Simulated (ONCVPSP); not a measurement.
# Configuration tests for iron (ONCV)

iron, optimised norm-conserving Vanderbilt (ONCV), made with ONCVPSP 4.0.1 (LDA (Perdew-Wang 92), scalar-relativistic). Core [Ne], reference 3s2 3p6 3d6 4s2. Waves: 3s+4s: rc 1.50 bohr, ncon 4, nbas 7, qcut 9.7 1/bohr, 2 projectors; 3p: rc 0.85 bohr, ncon 4, nbas 8, qcut 10 1/bohr, 2 projectors, debl 2.1 Ha; 3d: rc 1.30 bohr, ncon 4, nbas 8, qcut 10.4 1/bohr, 2 projectors, debl 4 Ha; f scattering state at 0.22 Ha: rc 1.40 bohr, ncon 3, nbas 7, qcut 8.8 1/bohr, 1 projector. Local part: polynomial inside 0.55 bohr (lpopt 5, dvloc0 2 Ha). Core correction: polynomial model core, fcfact 0.35.

In the p channel the program set the typed energies aside and used -2.202, 0.250 Ha.

Energies are relative to the spin-unpolarised reference configuration 3s2 3p6 3d6 4s2; without spin polarisation the order of configurations can differ from experiment.

```tsv
valence configuration	charge	ΔE all-electron (eV)	error AE − PS (meV)
3s2 3p6 3d6 4s1	+1	8.974	-0.1
3s2 3p6 3d6 4s0	+2	25.459	+1.1
3s2 3p6 3d5 4s0	+3	59.993	+6.1
3s2 3p6 3d5 4s2 4p1	0	8.871	+28
```

Levels in the configuration 3s2 3p6 3d5 4s2 4p1:

| level | all-electron (eV) | pseudo (eV) |
| --- | --- | --- |
| 3s | -101.095 | -101.097 |
| 3p | -67.320 | -67.307 |
| 3d | -14.346 | -14.274 |
| 4s | -7.655 | -7.659 |
| 4p | -2.743 | -2.744 |
